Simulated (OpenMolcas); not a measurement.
# O I: from CASSCF to CASPT2

```yaml
Program: OpenMolcas 26.06
Basis: ANO-R2 [4s4p2d1f]
Scalar_Hamiltonian: X2C, finite nucleus
Active_space: 6 electrons in 4 orbitals (2s 2p)
State_averaging: 2S+1 = 3 even, 3 roots; 2S+1 = 1 even, 6 roots
Spin-orbit_coupling: state interaction with AMFI integrals over the reference wave functions, term energies averaged over their components
```

Methods on the same reference wave functions:
A. CASSCF
B. SS-CASPT2, IPEA 0.25 Eh, imaginary shift 0.1 Eh (closed shells correlated: 1s)
C. XMS-CASPT2, IPEA 0.25 Eh, imaginary shift 0.1 Eh (closed shells correlated: 1s)

Energies in cm-1 above 2s2 2p4 3P2, the measured ground level; measured values from NIST Handbook of Basic Atomic Spectroscopic Data.

| Level | A | B | C | Measured |
| --- | --- | --- | --- | --- |
| 2s2 2p4 3P2 | 0.0 | 0.0 | 0.0 | 0.0 |
| 2s2 2p4 3P1 | 148 | 148 | 148 | 158 |
| 2s2 2p4 3P0 | 221 | 221 | 221 | 227 |
| 2s2 2p4 1D2 | 17661 | 15770 | 15960 | 15868 |
| 2s2 2p4 1S0 | 31907 | 33070 | 34060 | 33793 |

Deviations, from unrounded energies. A percentage is the sum of absolute deviations over the sum of measured energies, with the sign that they share, or ± where signs differ.

```json
{"Against measurement": "mean absolute deviation (cm-1)", "Levels": "4", "A": "920", "B": "210", "C": "93"}
{"Against measurement": "fine structure of the ground term (%)", "Levels": "2", "A": "-4.3", "B": "-4.2", "C": "-4.2"}
{"Against measurement": "other terms of the ground configuration (%)", "Levels": "2", "A": "±7.4", "B": "-1.7", "C": "+0.7"}
```

C lies closest to measurement on these levels and A furthest from it. The largest miss of C in the table is 2s2 2p4 1S0, by +270 cm-1. The ranking rests on the paired levels alone, and a cruder setting can come out closer through cancelling errors.

Between B and C the level of the table that moves most is 2s2 2p4 1S0, by 990 cm-1 (lowest in B, highest in C). Moves below CASPT2's spread within the term are not significant.

The mean deviations of B to C differ by less than CASPT2's widest spread within a term (680 cm-1), so their order carries little weight.

From A to B the spin-free energies of the other terms of 2s2 2p4 shown, above 3P, scale by factors of 0.89 to 1.04.

The lowest spin-free term lies below A's lowest term by 0.172 hartree in B, 0.177 hartree in C.

CASPT2 breaks the degeneracy within a term, and the mean is taken; among the terms shown or strongly mixed into the levels shown the widest spread is 680 cm-1 (2s2 2p4 1D, C). Without dynamic correlation excited terms often stand tens of per cent too high (terms of higher spin than the ground term too low), and those without a measured partner can miss by more than the paired ones (holds for A). Measured partners are found by configuration, term and J. A level has none where our copy of the source lacks it or the pairing is in doubt (some pairs that miss far off the trend of their configuration count as doubtful), and it then counts in no deviation. Levels of configurations outside the active space are missing.
